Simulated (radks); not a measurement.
Spherical jellium clusters: N electrons in a uniform positive sphere of charge N and radius rs N^(1/3), rs = 2.61 bohr. Calculated with a radial shooting solver with Libxc functionals: non-relativistic Kohn-Sham, LDA (Slater exchange, Perdew-Wang correlation), spin-polarised, spherical densities. Levels are named by radial order and angular momentum (1s, 1p, 1d, 2s, ...), and open shells are averaged over m.

N = 20, configuration 1s2 1p6 1d10 2s2. This is the lowest configuration that the search found. Occupied and some empty levels:

level  occupation  eigenvalue (eV)  <r> (bohr)
1s              2          -8.5450       4.412
1p              6          -6.7348       5.317
1d             10          -4.5337       6.056
2s              2          -3.6999       5.503
1f              0          -2.1092       6.874
2p              0          -1.5078       7.600

Energy (eV): total -27.2180, kinetic 71.364, external -1787.8, Hartree 869.54, exchange-correlation -102.16, background 921.82. Static polarisability (adiabatic kernel): 577.0 bohr^3, against R^3 = 355.6 for a classical metal sphere.
